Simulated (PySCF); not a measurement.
**Spin states and ions at one geometry of [Bi7]2+**

PySCF 2.14.0, UKS TPSS, Bi def2-SVP with ECP60; non-relativistic Hamiltonian with scalar-relativistic core potentials where named; density fitting; no spin-orbit coupling; singlets restricted, open shells unrestricted. The geometry is relaxed for charge +2, quartet, vacuum:

```xyz
7

Bi    2.6297    0.0000    0.0000
Bi    0.8126    2.5010    0.0000
Bi   -2.1275    1.5457    0.0000
Bi   -2.1275   -1.5457    0.0000
Bi    0.8127   -2.5010    0.0000
Bi    0.0000    0.0000    2.0183
Bi    0.0000    0.0000   -2.0183
```

Energies count from the relaxed state; an electron taken off or put on is at rest in vacuum. Charges and spins are Mulliken's.

```
                     state  energy (eV)  spin squared  charge on Bi1 (e)  spin on Bi1 (e)  dipole about the centre of mass (D)
charge +2, quartet, vacuum         0.00          3.78               0.32             0.48                                 0.00
 charge +2, sextet, vacuum         1.91          8.76               0.26             0.81                                 0.01
charge +3, triplet, vacuum        12.77          2.04               0.42             0.47                                 0.00
charge +3, quintet, vacuum        14.85          6.01               0.40             0.74                                 0.00
charge +1, triplet, vacuum        -8.84          2.55               0.14            -0.12                                 0.60
```

Question: What does the state charge +1, quintet, vacuum give?

Answer: energy (eV) -8.96, spin squared 6.01, charge on Bi1 (e) 0.17, spin on Bi1 (e) 0.48, dipole about the centre of mass (D) 0.00.

With an electron taken off (triplet, the lower of the two states computed) the charges change, summed by element, by Bi +1.00 e. The vertical ionisation energy is 12.77 eV, against −ε(HOMO) = 10.86 eV over both spins of the relaxed state. The level lies 1.9 eV too high, as is usual for semilocal functionals and global hybrids, which keep a self-interaction error.

With an electron put on (quintet, the lower of the two states computed) the charges change, summed by element, by Bi -1.00 e. The vertical electron affinity is 8.96 eV, against −ε(LUMO) = 10.78 eV over both spins of the relaxed state.

Open shells may have lower solutions than those found. Spin squared well over S(S+1) tells of spin contamination.

No frequency check is given that shows the relaxed geometry to be a minimum.
